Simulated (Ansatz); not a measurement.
This geometry of CH$_{9}$BN$_{2}$ (13 atoms, charge 0, multiplicity 1) is a first-order saddle point.

The calculation used Ansatz, RKS PBE0/6-31G*.

```xyz
13
Properties=species:S:1:pos:R:3
B -0.035 0.395 0.370
N -0.253 -0.335 1.785
H -1.108 -0.870 1.899
H 0.528 -0.869 2.152
H 1.074 0.193 -0.070
H -0.951 0.178 -0.391
N -0.145 1.842 1.044
H -0.993 2.341 0.790
C 1.006 2.733 1.024
H 1.883 2.188 1.387
H 1.234 3.089 0.011
H 0.848 3.602 1.673
H -0.292 0.933 2.002
```

(1) Which two structures does it join? (They come from a converged band through this point; their orientation in space is the band's.)

(2) How far does it lie above each of them?

Results:

(1) Bonds broken: N7–H13. Bonds formed: N2–H13.

First end point:

```xyz
13
Properties=species:S:1:pos:R:3
B -0.153 0.303 0.463
N 0.246 -0.353 1.751
H -0.419 -1.036 2.091
H 1.154 -0.799 1.728
H 0.702 0.320 -0.409
H -1.267 0.014 0.052
N -0.329 1.935 0.835
H -0.706 2.429 0.028
C 0.915 2.560 1.306
H 1.278 1.947 2.133
H 1.643 2.528 0.493
H 0.763 3.593 1.632
H -1.031 1.978 1.573
```

Last end point:

```xyz
13
Properties=species:S:1:pos:R:3
B -0.089 0.597 0.413
N -0.414 -0.317 1.810
H -0.490 -1.317 1.629
H 0.318 -0.166 2.501
H 0.987 0.148 0.054
H -1.019 0.300 -0.316
N -0.091 2.014 0.871
H -0.803 2.582 0.432
C 1.152 2.743 0.981
H 1.891 2.133 1.515
H 1.612 3.015 0.013
H 1.027 3.671 1.557
H -1.286 0.016 2.217
```

(2) 73.0 kJ/mol above the first and 59.4 kJ/mol above the second. This is the barrier of this one path; another mechanism may lie lower. The orbitals stay closed-shell, which can raise the energy where a bond breaks towards radicals; this wasn't checked here.

The run took 4.7 min on 1 thread of Arm Neoverse V2, with other jobs on the host, peak memory 0.15 GiB.
